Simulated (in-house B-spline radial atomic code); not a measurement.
**RPA and G0W0 on wB97X: C5+**

Configuration 1s1, highest spin, mean-field start wB97X. Computed with a B-spline radial code for spherical atoms: all electrons, non-relativistic, point nucleus, each spin shell either full or empty, empty states to l = 9 with an (l + 1/2)⁻⁴ tail; G0W0 by contour deformation at full frequency.

Relativity, left out, deepens the 1s level by about Z⁴α²/8 hartree.

With one electron the exact correlation energy is zero, so what RPA and GW give is self-correlation.

Command:
```bash
python run_gw.py task.json out
```
Settings (radii: box in bohr, nucleus in fm):
```
Z                        6
electrons                1
configuration            1s1
hamiltonian              nr
method                   wb97x
lmax                     9
spin_polarised           True
box_radius               10.43
intervals                43
ion_configuration        bare nucleus
```

Cost of the run: 0.3 s on 1 thread of Arm Neoverse V2 (shared host).

Energies (hartree):

| term | value |
| --- | --- |
| mean-field total | -18.02995 |
| Hartree-Fock functional on these orbitals | -17.99957 |
| direct second order | -0.022839 |
| second-order exchange | 0.022839 |
| SOSEX correction | 0.022382 |

(1) What is the RPA correlation energy, and what remains with SOSEX?

Quasi-particle levels (eV):

```json
{"level": "1s up", "occupied": "yes", "mean field": "-461.90", "Σx - vxc": "-27.89", "Σc": "?", "QP weight": "?", "G0W0": "?"}
{"level": "1s down", "occupied": "no", "mean field": "-389.31", "Σx - vxc": "0.00", "Σc": "-2.42", "QP weight": "0.997", "G0W0": "-391.73"}
```

G0W0 = mean field + (Σx - vxc) + Σc, with Σc (partial-wave tail included) taken at the quasi-particle energy.

(2) Where does G0W0 put 1s up?

(3) What does it cost to remove one electron (to the bare nucleus) by differences of total energies, each species on its own start (correlation terms add to the Hartree-Fock functional)?

## Answers

(1) RPA gives -0.022381 hartree (-0.609 eV per electron); RPA + SOSEX gives 0, and the second-order doubles 0 hartree (no singles). SOSEX takes back 100 % of the RPA value.

(2) At -489.53 eV, with Σc = 0.26 eV and a quasi-particle weight of 0.996. The tabulated removal energy is 489.993 eV (NIST, tabulated theory).

(3) wB97X 490.62 eV, Hartree-Fock functional 489.79 eV, + RPA 490.40 eV, + RPA + SOSEX 489.79 eV, + second order 489.79 eV. Tabulated: 489.993 eV (NIST, tabulated theory).
